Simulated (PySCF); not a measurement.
BClH, SMILES [BH]Cl (connectivity only; charge and spin as stated), charge +1, multiplicity 1.

Geometry optimised at ωB97X-D3(BJ)/def2-TZVPD. The spin state was assumed, not searched. The isomer is the one that the SMILES or the coordinates give; other isomers of the formula were not compared.

Vertical ionisation energy (IE) and electron affinity (EA) in eV. Rows of orbital energies are one-electron estimates. Where ΔSCF, EOM or ADC give a negative EA the extra electron is unbound and the value depends on the basis.

```
level                                                IE     EA
------------------------------------------------  -----  -----
−ε(HOMO), −ε(LUMO), CAM-B3LYP/def2-TZVPD (PySCF)  19.99   8.10
−ε(HOMO), −ε(LUMO), r2SCAN/def2-TZVPD (PySCF)     17.58  10.03
EOM-CCSD/aug-cc-pVDZ (PySCF)                      21.50   6.41
ADC(2)/aug-cc-pVDZ (PySCF)                        21.18   6.59
```

Question: Beyond the first one, list the lowest photoelectron lines from PySCF with ADC(2)/aug-cc-pVDZ with their pole strengths (two spins summed). (Estimate from the structure and the level; the computed values follow.)

Answer: 23.53 eV (1.85), 25.48 eV (1.82), 35.34 eV (1.51).
